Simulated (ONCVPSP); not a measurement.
# How hard is this Ni (Z = 28) ONCV potential?

nickel (Ni), optimised norm-conserving Vanderbilt (ONCV), made with ONCVPSP 4.0.1 (LDA (Perdew-Wang 92), scalar-relativistic). Core [Ar], reference 3d8 4s2. Waves: 4s: rc 1.95 bohr, ncon 4, nbas 7, qcut 3 1/bohr, 2 projectors, debl 3.2 Ha; p scattering state at 0.26 Ha: rc 1.55 bohr, ncon 4, nbas 8, qcut 4.7 1/bohr, 2 projectors, debl 2.4 Ha; 3d: rc 0.80 bohr, ncon 4, nbas 7, qcut 13 1/bohr, 2 projectors, debl 1.4 Ha; f scattering state at 0.11 Ha: rc 2.00 bohr, ncon 4, nbas 7, qcut 6.4 1/bohr, 2 projectors, debl 2.5 Ha. Local part: polynomial inside 0.75 bohr (lpopt 5, dvloc0 2 Ha). Core correction: Teter function, fcfact 5.75, rcfact 1.7.

Q: For each optimised wave give the share of its norm inside rc, the residual kinetic energy above qcut (Ha) and the cutoffs (Ha) for errors of 10, 1, 0.1 and 0.01 mHa per electron.

A:

| wave | norm inside rc | residual KE | 10 mHa | 1 mHa | 0.1 mHa | 0.01 mHa |
| --- | --- | --- | --- | --- | --- | --- |
| 4s | 0.235 | 2.3e-03 | 3.1 | 5.8 | 22.7 | 29.4 |
| s projector 2 | 0.125 | 2.0e-01 | 11.0 | 24.8 | 32.0 | 46.6 |
| p projector 1 | 0.114 | 1.7e-02 | 20.1 | 78.8 | 94.3 | 147.8 |
| p projector 2 | 0.183 | 7.1e-02 | 38.6 | 107.3 | 125.9 | 187.3 |
| 3d | 0.449 | 1.3e-02 | 88.7 | 242.7 | 286.4 | 402.5 |
| d projector 2 | 0.084 | 3.7e-03 | 75.7 | 97.1 | 236.9 | 374.4 |
| f projector 1 | 0.000 | 6.1e-10 | 0.2 | 0.4 | 0.8 | 2.0 |
| f projector 2 | 0.319 | 4.1e-04 | 13.7 | 18.6 | 32.3 | 59.1 |

The occupied waves need 243 Ha and 286 Ha for 1 and 0.1 mHa. Rows with under 1 % of the norm inside rc give no meaningful cutoff. Note: ghosts flagged at negative energy: s at -120.9 eV, p at -160.5 eV, p at -22.4 eV; GHOST(+) flagged for f at 98.6 eV. A true bound ghost makes a file unfit for plane-wave use. Its largest configuration-test error is -493 meV.
